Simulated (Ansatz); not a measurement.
Gas-phase electronic energies from Ansatz, PBE0-D4/def2-TZVP geometries. CCSD(T)/CBS adds triple-zeta CCSD(T) − MP2 to the extrapolated MP2 energy (def2 sets, frozen cores). One conformer a species, not always the lowest.

Consider the redistribution: `C[S][AlH][OH]` + `O[SiH](F)[AlH2]` → `[OH][AlH][AlH2]` + `CS[SiH](O)F`.

| species | MP2/CBS(def2) energy (Eh) |
| --- | --- |
| `C[S][AlH][OH]` | -756.05376 |
| `O[SiH](F)[AlH2]` | -708.50083 |
| `[OH][AlH][AlH2]` | -561.58442 |
| `CS[SiH](O)F` | -902.95941 |

Task: Work out ΔE.

Result: ΔE = (-561.58442) + (-902.95941) − (-756.05376) − (-708.50083) = 0.01076 Eh = +0.29 eV. CCSD(T)/CBS gives +0.27 eV.

Largest T1 diagnostic among the species: 0.013.
